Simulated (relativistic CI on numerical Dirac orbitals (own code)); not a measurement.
## Sensitivity of the levels of Pt XLV to α and to the nuclear radius

Method of calculation: Dirac-Coulomb-Breit CI, orbitals from a KLI potential per configuration, derivatives by finite differences, unscaled Slater integrals, QED left out (own radial code, finite nucleus).

Configurations in the expansion (outside the closed core [Ar] 3d10): 4s2 4p4, 4s 4p5, 4s2 4p3 4d, 4p6, 4s 4p4 4d, 4s2 4p3 4f, 4s 4p4 4f. Double excitations out of closed p, d and f shells are left out; levels of such configurations are missing from the list, as are those of other unlisted configurations, and high levels can miss mixing partners.

With x = (α/α₀)² − 1 an excitation energy changes as ω = ω₀ + qx; K = 2q/ω₀ is the relative enhancement. Terms are leading LS components, so labels can repeat. The field-shift factor is F = δν/δ⟨r²⟩ for the transition from the lowest level.

Lowest level 4s2 4p4 3P_2.

```
           Level  ω₀ (cm⁻¹)   q (cm⁻¹)  F (GHz/fm²)
    4s2 4p4 1S_0      88447       4118       -0.922
    4s2 4p4 3P_1     989568  1.255e+06         -236
    4s2 4p4 1D_2    1030058  1.252e+06         -236
4s2 4p3 4d 3D°_2    1364151      66430         12.4
4s2 4p3 4d 3P°_0    1393513      65820         23.9
4s2 4p3 4d 3D°_1    1394131      88160        -32.5
4s2 4p3 4d 3F°_3    1398753      70370           23
4s2 4p3 4d 3F°_4    1589613     281800         28.6
4s2 4p3 4d 3D°_2    1610511     383100         -241
4s2 4p3 4d 3D°_3    1723342     306700         22.1
4s2 4p3 4d 3D°_1    1754913     335600        -65.4
    4s 4p5 3P°_2    1939728  1.327e+06        -2740
    4s 4p5 1P°_1    2047773  1.368e+06        -2660
```

At this charge energies of transitions that change n are usually good to better than 1 %, and those within a shell (Δn = 0) to a few per cent.

Problem. Which transition from the lowest level has the largest |K|?

Solution. 4s2 4p4 3P_1 at 989568 cm⁻¹, K = 2.54.
